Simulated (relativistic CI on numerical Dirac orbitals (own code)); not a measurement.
**V+: 2p photoemission**

Computed with this model: Dirac-Coulomb-Breit CI, separate exchange-only KLI orbitals for each configuration, QED by a radiative potential, valence Slater integrals scaled by 0.8, multiplet model of photoemission in the sudden approximation; configurations [Ar] 3d4 → [He] 2s2 2p5 3s2 3p6 3d4; 300 K; Lorentzian 0.7 eV and Gaussian 0.6 eV FWHM. Energies are those of the free ion, without screening or charge transfer. The energies are binding energies and can lie tens of eV above those of solids. S is read from ⟨S²⟩ = S(S + 1).

Field parameters in Wybourne normalisation: Td as Oh with Dq negative (B⁴₀ = 21Dq, B⁴₄ = √(5/14) B⁴₀). The field is a parameter set, without covalency.

free ion: ground-state S = 2.00, centroid 528.86 eV. Peaks (eV, height): 525.4 (88), 526.4 (100), 529.0 (22), 533.6 (57).

Td, 10Dq = -6600 cm⁻¹: ground-state S = 2.00, centroid 528.86 eV. Peaks (eV, height): 525.4 (94), 526.4 (100), 529.2 (20), 533.7 (63).

Td, 10Dq = -10350 cm⁻¹: ground-state S = 1.80, centroid 528.99 eV. Peaks (eV, height): 526.5 (100), 533.9 (61).

Strongest unbroadened transitions for free ion:

| Energy (eV) | Relative strength |
| --- | --- |
| 524.90 | 58.0 |
| 524.99 | 47.9 |
| 525.01 | 90.6 |
| 525.21 | 46.3 |
| 525.22 | 100.0 |
| 525.50 | 76.2 |
| 525.67 | 92.9 |
| 526.16 | 75.2 |
| 526.35 | 49.7 |
| 526.36 | 61.6 |
| 526.46 | 55.8 |
| 526.51 | 78.4 |
| 526.76 | 53.8 |
| 526.87 | 48.2 |
| 533.51 | 78.7 |
| 533.67 | 66.9 |
| 534.29 | 50.1 |
| 534.42 | 47.5 |
